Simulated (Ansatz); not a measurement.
Bond stretch in SeNa (cation, charge +1), lowest triplet found (which spin is the ground state isn't settled by this scan).

Computed with Ansatz (a first-principles code) with full CI/aug-cc-pVDZ, cores with 3d frozen.

**Question.** Relative to R = 3.07 Å, what are the energies at R = 2.47, 3.39, 7.20, 8.33 Å?

**Answer.** 0.501 eV at 2.47 Å, 0.048 eV at 3.39 Å, 0.515 eV at 7.20 Å, 0.531 eV at 8.33 Å.
